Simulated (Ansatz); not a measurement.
CH6AlFOSi can be A, `[OH][Al]([F])[CH2][SiH3]`, or B, `O[SiH]([AlH2])CF`.

Isolated molecules relaxed with PBE0-D4/def2-TZVP in Ansatz; ΔE leaves out vibrations. CCSD(T)/CBS is the MP2 limit (def2-TZVPP, def2-QZVPP) plus CCSD(T) − MP2 in def2-TZVPP, frozen cores. DFT in def2-TZVPP. B3LYP here is the variant with VWN-RPA as its local correlation; programs differ in this. One conformer a species, not always the lowest.

A:

```xyz
11

O     1.9210   -1.0883    1.4341
Al    0.9361   -1.1375    0.0662
F     1.4939   -1.8702   -1.3043
C    -0.8196   -0.3454    0.1066
Si   -0.9047    1.4291   -0.4728
H     2.8046   -1.4497    1.4750
H    -1.1918   -0.3892    1.1359
H    -1.4902   -0.9416   -0.5218
H    -0.0248    2.2885    0.3657
H    -0.4361    1.5326   -1.8821
H    -2.2886    1.9718   -0.4025
```

B:

Z-matrix (Å, degrees):
```
Si
Al 1 2.480
C 1 1.899 2 109.4
O 1 1.658 2 112.9 3 125.6
H 1 1.489 2 111.2 3 -117.0
H 2 1.590 1 121.5 3 65.7
H 2 1.593 1 119.8 3 -114.3
F 3 1.390 1 111.9 2 -173.0
H 3 1.097 1 111.8 2 66.0
H 3 1.098 1 109.6 2 -52.9
H 4 0.957 1 117.8 2 -40.4
```

Problem. Which isomer does CCSD(T)/CBS put lower? Give the gap. (An estimate is asked.)

Solution. Ansatz gave: A, by 94.8 kcal/mol.

Problem. Give E(B) − E(A) in kcal/mol with ωB97M-V, PBE-D4, MP2/def2-TZVPP, HF/def2-TZVPP, r2SCAN-D4, B3LYP-D4, PBE0-D4. (Estimate.)

Solution. Ansatz gave: ωB97M-V 93.3, PBE-D4 86.6, MP2/def2-TZVPP 99.7, HF/def2-TZVPP 91.3, r2SCAN-D4 93.1, B3LYP-D4 91.0, PBE0-D4 88.8. None reverses the order clearly.

Largest T1 diagnostic: 0.012.

From PBE to PBE0 (25 % exact exchange), in def2-TZVPP and without D4, E(B) − E(A) moves by +2.2 kcal/mol. In def2-TZVPP, CCSD(T) changes the Hartree–Fock value by +2.8 kcal/mol (the triples alone add −0.0 kcal/mol) and MP2 by +8.4 kcal/mol.
